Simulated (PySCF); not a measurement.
Harmonic spectrum computed at PBE0 in the def2-TZVPD basis family (core potentials from Rb on, PySCF, no spin–orbit coupling):

```
symmetry  ω (cm⁻¹)  IR (km/mol)
      a1       190         69.8
      b2       743          930
      a1       808         25.9
```

Question: Which molecule gave it? In each, all ligands are bound to the one heavy central atom.
A. ScO₂⁻ (singlet)
B. TiO₂⁻ (doublet)
C. IO₂⁻ (singlet)
D. YO₂⁻ (singlet)

Answer: A. It has C2v symmetry with Sc–O 1.800 Å (×2).
